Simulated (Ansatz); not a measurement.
BF2H3OSi (`O[SiH2]B(F)F`). Charge 0, multiplicity 1. Geometry: relaxed with PBE0-D4/def2-TZVP. It is one conformer, not always the lowest.

```xyz
8

O    -0.679    0.823   -1.475
Si    0.197    0.742   -0.081
B     0.258   -1.156    0.659
F     1.065   -1.501    1.646
F    -0.529   -2.110    0.190
H    -1.519    0.363   -1.507
H     1.563    1.211   -0.416
H    -0.356    1.626    0.984
```

**Question.** What is the dipole moment at PBE/def2-TZVPP? (Estimate.)

**Answer.** The calculation gave: 0.99 D, with components (-0.98, 0.08, 0.01) D in this frame, pointing from negative to positive charge.

**Question.** And with r2SCAN, B3LYP, ωB97M-V? (Best estimate.)

**Answer.** Ansatz gave: r2SCAN 1.01 D, B3LYP 1.00 D, ωB97M-V 1.01 D.

**Question.** Give the Mulliken charges with PBE, B3LYP, ωB97M-V in def2-TZVPP. (Estimate.)

**Answer.** Ansatz gave: 
```json
{"atom": "O1", "PBE": "-0.35", "B3LYP": "-0.39", "ωB97M-V": "-0.38"}
{"atom": "Si2", "PBE": "0.27", "B3LYP": "0.34", "ωB97M-V": "0.29"}
{"atom": "B3", "PBE": "0.41", "B3LYP": "0.48", "ωB97M-V": "0.44"}
{"atom": "F4", "PBE": "-0.19", "B3LYP": "-0.23", "ωB97M-V": "-0.22"}
{"atom": "F5", "PBE": "-0.19", "B3LYP": "-0.23", "ωB97M-V": "-0.22"}
{"atom": "H6", "PBE": "0.19", "B3LYP": "0.19", "ωB97M-V": "0.18"}
{"atom": "H7", "PBE": "-0.06", "B3LYP": "-0.07", "ωB97M-V": "-0.03"}
{"atom": "H8", "PBE": "-0.08", "B3LYP": "-0.09", "ωB97M-V": "-0.05"}
```

B3LYP here is the variant with VWN-RPA as its local correlation; programs differ in this.
